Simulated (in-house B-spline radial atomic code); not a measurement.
Al⁺. Computed with a B-spline radial atomic code. Model: non-relativistic spherical atom: semilocal Troullier-Martins pseudo-atom, one channel per l, against all electrons, high spin, G0W0 and RPA with empty states to l = 8, local potential for every l without a channel, a model core (radius 0 = none) keeps its share of the functional.

What the tables leave out is listed at the end.

The pseudopotential gives back the lowest level of each angular momentum of its own functional in the configuration it was made in; a second state of the same l is only approximately right. Exact exchange, RPA and GW see the smooth pseudo-orbitals and miss the exchange with the core, for which the functional's share stands in. The column with an uncorrelated core keeps all orbitals and exact exchange, and so separates missing core correlation from pseudisation. Only the three outermost levels and the lowest empty one were computed. RPA here is direct RPA, with no exchange kernel, and its energies carry an (l + 1/2)⁻⁴ tail. A hybrid on a potential with a model core restores only its own semilocal share of the core's exchange.

Command:
```bash
python run_psgw.py task.json out
```
Settings (lengths in bohr, energies in hartree):
```
Z                      13
electrons              12
configuration          [Ne] 3s2
generated_in           [Ne] 3s2
functional             pbe,pbe
core_shells            2
radius_factor          1.15
core_correction        True
ion_configuration      [Ne] 3s1
```

Time taken, with all properties: 33 s on 1 thread of Arm Neoverse N1 (shared host).

Given: made with PBE; model core radius 0.183 bohr; local radius 0.978 bohr; mean-field start PBE.

Valence shells of the generating configuration: 2p, 3s.

Channel: s 2.311, p 0.743 (radii in bohr).

Computed: largest level miss in the spin-unpolarised generating configuration 0 eV; valence RPA correlation energy all-electron orbitals -0.44007 hartree; valence RPA correlation energy pseudo -0.52738 hartree; all-electron RPA polarisability, core included 18.334 bohr³; pseudo-atom RPA polarisability 18.334 bohr³; ionisation by mean-field pseudo minus all -0.004 eV; ionisation by RPA pseudo minus all 0.325 eV.

```tsv
level	occupied	mean-field all-electron (eV)	mean-field pseudo minus all (eV)	G0W0 all-electron (eV)	G0W0 uncorrelated core minus all (eV)	G0W0 pseudo minus all (eV)	exchange self-energy all-electron (eV)	exchange self-energy pseudo (eV)
3s	1	-14.785	0	-18.974	-0.036	-0.323	-12.234	-11.6
3p (empty)	0	-9.0649	0.048	-6.3124	0.012	0.148	-3.2088	-2.776
```

Problem. What is the ionisation by RPA all-electron?

Solution. 19.247 eV.

Problem. What is the ionisation by mean-field all-electron?

Solution. 18.76 eV.

Given: mean-field start PBE0.

Computed: valence RPA correlation energy pseudo -0.5041 hartree; pseudo-atom RPA polarisability 15.882 bohr³; ionisation by mean-field all-electron 18.654 eV; ionisation by mean-field pseudo minus all 0.092 eV; ionisation by RPA all-electron 19.048 eV; ionisation by RPA pseudo minus all 0.295 eV.

| level | occupied | mean-field all-electron (eV) | mean-field pseudo minus all (eV) | G0W0 all-electron (eV) | G0W0 uncorrelated core minus all (eV) | G0W0 pseudo minus all (eV) | exchange self-energy all-electron (eV) | exchange self-energy pseudo (eV) |
| --- | --- | --- | --- | --- | --- | --- | --- | --- |
| 3s | 1 | -15.739 | -0.075 | -18.979 | -0.032 | -0.307 | -12.111 | -11.689 |
| 3p (empty) | 0 | -8.2233 | 0.138 | -6.2337 | 0.011 | 0.195 | -2.999 | -2.6084 |

Problem. What is the all-electron RPA polarisability, core included?

Solution. 16.237 bohr³.

Problem. What is the valence RPA correlation energy all-electron orbitals?

Solution. -0.41599 hartree.

Among the listed levels the largest G0W0 shift of the pseudo-atom is -0.32 eV, for 3s on the PBE start, while leaving the core uncorrelated moves that level by -0.04 eV. So pseudisation and the lost core exchange, not the missing core correlation, make the error. Not in the tables (levels of low weight, unsolved or above zero; the highest and the empty levels are kept at any weight): on PBE the G0W0 levels 2p (pseudo minus all +1.84 eV, weights 0.60 and 0.34); on PBE0 the G0W0 levels 2p (pseudo minus all +4.01 eV, weights 0.79 and 0.70); no Hartree-Fock pseudo-atom is run with a model core.
